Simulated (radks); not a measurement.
All-electron atom: N+ in [He] 2s2 2p2.

Method: Dirac Kohn-Sham, exchange-only LDA, spin-unpolarised, spherical densities, point nucleus; open shells fill j = l - 1/2 first; computed with a radial shooting solver on a logarithmic mesh with Libxc functionals.

Energy parts (hartree):
part                  energy
total              -53.14534
kinetic             53.21082
electron-nucleus  -123.12761
Hartree             22.10848
exchange            -5.33704

Orbitals (lengths in bohr, moments of r in powers of bohr; <r^-3> diverges for s and p1/2):
| orbital | occ. | eigenvalue (hartree) | <r> | <r^-3> | small-component weight |
|---|---|---|---|---|---|
| 1s1/2 | 2 | -14.56479 | 0.2312 | - | 5.79e-04 |
| 2s1/2 | 2 | -1.13083 | 1.258 | - | 6.98e-05 |
| 2p1/2 | 2 | -0.71232 | 1.286 | - | 5.87e-05 |
| 2p3/2 | 0 | -0.71144 | 1.287 | 3.844 | 5.86e-05 |
| 3s1/2 | 0 | -0.18307 | 4.487 | - | 1.02e-05 |
| 3p1/2 | 0 | -0.12021 | 5.615 | - | 7.07e-06 |
| 3p3/2 | 0 | -0.12014 | 5.618 | 0.2975 | 7.06e-06 |

The highest occupied level is 2p1/2 at -19.383 eV. The density falls to 0.001 e/bohr^3 at r = 3.05 bohr.
